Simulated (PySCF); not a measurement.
SnO2, SMILES [Sn](=[O])=[O]. Atoms are numbered in the order given.

```xyz
3

Sn     0.0000     0.0000     0.0000
O      0.0000     0.0000    -1.8079
O      0.0000     0.0000     1.8079
```

Geometry: r2SCAN-D4/def2-TZVP. The def2 effective core potentials stand for the cores of Sn; spin–orbit coupling is left out.

Calculation: M06-2X/def2-TZVPD in PySCF.

Computed frontier levels, gap, dipole moment and polarisability:
| Quantity | Value |
|---|---|
| highest occupied level | -10.19 eV |
| lowest empty level | -2.40 eV |
| orbital gap | 7.79 eV |
| dipole moment | 0.00 D |
| quadrupole, principal values (traceless, Buckingham form, about the centre of nuclear charge) | -20.14, 10.07, 10.07 D·Å |
| mean static polarisability | 40.7 bohr³ (6.04 Å³) |
| polarisability, principal values | 30.9, 30.9, 60.4 bohr³ |
